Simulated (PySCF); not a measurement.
Deuteron quadrupole couplings in `C=C(Cl)CO[SiH2][SiH](C)C`

Compound: C5H13ClOSi2.
Structure used (GFN2-xTB), in Å, numbered top down from 1:
```
atom  x, y, z in Å
C1    -2.0079   -0.3933    2.7065
C2    -2.8657   -0.6068    1.7278
Cl3   -4.5480   -0.8628    2.0404
C4    -2.5337   -0.6591    0.2655
O5    -1.1763   -0.4650    0.0640
Si6   -0.3836   -0.3618   -1.3561
Si7    1.7527   -0.0440   -0.5530
C8     1.9306    1.5861    0.4278
C9     2.9540    0.0316   -2.0277
H10   -0.9690   -0.2409    2.4745
H11   -2.3080   -0.3679    3.7381
H12   -3.1130    0.1110   -0.2634
H13   -2.8422   -1.6327   -0.1412
H14   -0.9953    0.7058   -2.1717
H15   -0.6455   -1.5750   -2.1523
H16    2.2374   -1.1243    0.3361
H17    2.9520    1.7483    0.7621
H18    1.2928    1.5872    1.3070
H19    1.6468    2.4424   -0.1789
H20    2.9407   -0.8936   -2.5954
H21    2.6956    0.8356   -2.7113
H22    3.9751    0.1984   -1.6995
```

Level: PBE0/pcSseg-1 (PySCF, non-relativistic); Q(2H) = 0.00286 b; rigid geometry, the same for H and D, with no vibrational averaging.

**Question.** Rank these positions by the coupling χzz of a deuteron there, largest first.
A. H15 (Si–H hydrogen)
B. H12 (methylene hydrogen)
C. H22 (methyl hydrogen)
D. H11 (vinylic hydrogen)

**Answer.** D (228 kHz), C (220 kHz), B (189 kHz), A (103 kHz).

**Question.** Tabulate Vzz, the asymmetry η and χzz = 234.96 MHz × Q × Vzz for every hydrogen position.

**Answer.** 
| atom | bonded to | bond length (Å) | Vzz (au) | η | χzz (kHz) |
| --- | --- | --- | --- | --- | --- |
| H10 | C1 | 1.075 | 0.3381 | 0.04 | 227 |
| H11 | C1 | 1.075 | 0.3398 | 0.05 | 228 |
| H12 | C4 | 1.099 | 0.2807 | 0.08 | 189 |
| H13 | C4 | 1.099 | 0.2808 | 0.08 | 189 |
| H14 | Si6 | 1.476 | 0.1519 | 0.06 | 102 |
| H15 | Si6 | 1.475 | 0.1530 | 0.06 | 103 |
| H16 | Si7 | 1.481 | 0.1523 | 0.01 | 102 |
| H17 | C8 | 1.087 | 0.3244 | 0.01 | 218 |
| H18 | C8 | 1.086 | 0.3250 | 0.01 | 218 |
| H19 | C8 | 1.087 | 0.3232 | 0.01 | 217 |
| H20 | C9 | 1.086 | 0.3264 | 0.01 | 219 |
| H21 | C9 | 1.086 | 0.3249 | 0.01 | 218 |
| H22 | C9 | 1.085 | 0.3274 | 0.01 | 220 |

**Question.** Average by the element that carries the hydrogen.

**Answer.** on C: 214 kHz over 10 positions, mean bond length 1.087 Å; on Si: 102 kHz over 3 positions, mean bond length 1.477 Å.

**Question.** How does χzz go with the bond length over the 10 C–H bonds?

**Answer.** A straight-line fit has a slope of -16.4 kHz for each 0.01 Å, with a correlation coefficient of -0.94, over lengths from 1.075 to 1.099 Å. The longer bonds have the smaller couplings here.

**Question.** Give the 2H NMR doublet splittings at H18 for a magnetic field along the z, y and x axes of the gradient: 3χ/2, 3χ(1 + η)/4, 3χ(1 − η)/4.

**Answer.** With |χ| = 218.4 kHz and η = 0.010: 328, 165 and 162 kHz, to first order and without motion.

The structure is a single GFN2-xTB conformer in the gas phase; no vibrational or solvent corrections. GFN2-xTB bond lengths can be off by several hundredths of an ångström, more for odd bonds, and the gradients follow them. These gradients aren't converged with respect to the basis.
